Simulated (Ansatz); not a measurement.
Basis-set extrapolation for C4H8F2O, SMILES `CC(F)OCCF` (PBE0-D4/def2-TZVP geometry, frozen core, Ansatz). Multiplicity 1, RHF reference.

```csv
,def2-TZVPP,def2-QZVPP
HF,-430.044826,-430.064128
MP2 correlation,-1.414794,-1.526619
CCSD(T) correlation,-1.509515,not run
```

Energies in hartree. Use E(X) = E(∞) + A·exp(−7.88·√X) for Hartree–Fock and E(X) = E(∞) + B·X^(−2.97) for correlation, with X = 3 and 4, and add CCSD(T) minus MP2 of the smaller set to the MP2 limit.

Problem. What is the CCSD(T) energy at the basis-set limit?

Solution. HF limit: -430.064128 + (-0.019302) × 0.13774 = -430.06679. MP2 limit: -1.526619 + (-0.111825) × 0.74074 = -1.60945. Higher-order term: -1.509515 − (-1.414794) = -0.09472. Total: -431.77096 hartree, 568.7 kJ/mol below CCSD(T)/def2-TZVPP.
